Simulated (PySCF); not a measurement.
C4H9FSi, SMILES C[C@H]1C[C@@]1(F)[SiH3]. Geometry optimised at PBE0-D3(BJ)/def2-SVP. The structure was generated by enumeration; whether it is a known compound was not checked.

All values below come from PySCF with PBE0-D3(BJ)/def2-SVP.

Harmonic wavenumbers (cm⁻¹): 112, 153, 195, 207, 268, 327, 389, 453, 550, 640, 662, 820, 862, 909, 917, 936, 946, 955, 1015, 1040, 1115, 1118, 1186, 1223, 1285, 1377, 1414, 1461, 1464, 1496, 2236, 2243, 2250, 3055, 3144, 3146, 3151, 3172, 3249. Rotational constants (GHz): 3.406, 2.415, 1.770; symmetry number 1.

Question: Work out the zero-point energy and the ideal-gas rigid-rotor harmonic-oscillator thermochemistry at 298.15 K and 1 atm.

Answer: ZPE = ½ Σ hcν = ½ × 51141 cm⁻¹ = 73.11 kcal/mol. H − E(el) = 78.57 kcal/mol. Entropy in cal/(mol K): translation 39.84, rotation 27.49, vibration 17.53, total 84.86. G − E(el) = 53.27 kcal/mol. Cp = 30.38 cal/(mol K). Modes under 150 cm⁻¹ make the vibrational entropy uncertain.
